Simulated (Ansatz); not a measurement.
`[NH2][SnH]([F])[O][SiH3]` and `[NH2][SnH2][F]` differ in one atom or group.

Ansatz, PBE0-D4/def2-TZVP geometries, multiplicity 1. Each molecule was computed in one conformer, which needn't be the lowest.

Elements past krypton have def2 core potentials.

| property | `[NH2][SnH]([F])[O][SiH3]` |
| --- | --- |
| size of the dipole moment (B3LYP/def2-TZVPP) / D | 2.40 |
| LUMO energy (B3LYP/def2-TZVPP) / eV | -1.37 |
| LUMO energy (PBE/def2-TZVPP) / eV | -2.01 |
| size of the dipole moment (ωB97M-V/def2-TZVPP) / D | 2.40 |
| HOMO energy (B3LYP/def2-TZVPP) / eV | -7.97 |
| LUMO energy (PBE0/def2-TZVPP) / eV | -1.03 |

(1) Give the same properties after the change, and the shifts. (Estimate.)

Answers

(1) The calculation gave: 
| property | `[NH2][SnH2][F]` | shift |
| --- | --- | --- |
| size of the dipole moment (B3LYP/def2-TZVPP) / D | 1.94 | -0.46 |
| LUMO energy (B3LYP/def2-TZVPP) / eV | -0.65 | 0.72 |
| LUMO energy (PBE/def2-TZVPP) / eV | -1.23 | 0.78 |
| size of the dipole moment (ωB97M-V/def2-TZVPP) / D | 1.91 | -0.49 |
| HOMO energy (B3LYP/def2-TZVPP) / eV | -7.61 | 0.36 |
| LUMO energy (PBE0/def2-TZVPP) / eV | -0.31 | 0.72 |

With PBE0 the HOMO rises by 0.37 eV and the LUMO rises by 0.72 eV, so the gap widens by about 0.35 eV. PBE moves the HOMO by 0.34 eV and ωB97M-V by 0.38 eV. Dipoles are sizes alone; their direction can turn.

B3LYP here is the variant with VWN-RPA as its local correlation; programs differ in this.
